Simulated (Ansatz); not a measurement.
C2H6O2Si can be A, `CC(=O)O[SiH3]`, or B, `O[SiH]1CCO1`.

Gas-phase electronic energies from Ansatz, PBE0-D4/def2-TZVP geometries. CBS: MP2 limit from def2 TZ/QZ plus the TZ coupled-cluster correction, frozen cores. Functionals use def2-TZVPP. B3LYP here is the variant with VWN-RPA as its local correlation; programs differ in this. One conformer a species, not always the lowest.

A:

Z-matrix (Å, degrees):
```
C
C 1 1.494
H 1 1.092 2 109.5
H 1 1.092 2 109.6 3 -117.3
H 1 1.087 2 110.0 3 121.3
O 2 1.204 1 125.6 3 -120.8
O 2 1.342 1 113.0 3 59.2
Si 7 1.694 2 116.2 1 -180.0
H 8 1.481 7 102.6 2 -179.9
H 8 1.479 7 110.7 2 62.3
H 8 1.479 7 110.7 2 -62.2
```

B:

```xyz
11

O     0.480   -0.536    2.234
Si    0.035    0.422    0.988
C    -0.875   -0.273   -0.493
C     0.395    0.181   -1.242
O     1.209    0.694   -0.157
H     0.938   -1.354    2.030
H    -0.487    1.634    1.658
H    -1.789    0.233   -0.801
H    -1.040   -1.350   -0.510
H     0.206    0.979   -1.964
H     0.928   -0.630   -1.743
```

Question: Which isomer does CCSD(T)/CBS put lower? Give the gap. (Best estimate.)

Answer: Ansatz gave: B, by 77.7 kJ/mol.

Question: Give E(B) − E(A) in kJ/mol with B3LYP-D4, CCSD/def2-TZVPP, MP2/def2-TZVPP, r2SCAN-D4, PBE0-D4, CCSD(T)/def2-TZVPP, PBE-D4. (Estimate.)

Answer: Ansatz gave: B3LYP-D4 -55.0, CCSD/def2-TZVPP -71.4, MP2/def2-TZVPP -80.4, r2SCAN-D4 -63.4, PBE0-D4 -71.9, CCSD(T)/def2-TZVPP -69.6, PBE-D4 -60.5. None reverses the order clearly.

Largest T1 diagnostic: 0.014.

From PBE to PBE0 (25 % exact exchange), in def2-TZVPP and without D4, E(B) − E(A) moves by −11.7 kJ/mol. In def2-TZVPP, CCSD(T) changes the Hartree–Fock value by −28.2 kJ/mol (the triples alone add +1.8 kJ/mol) and MP2 by −39.0 kJ/mol.
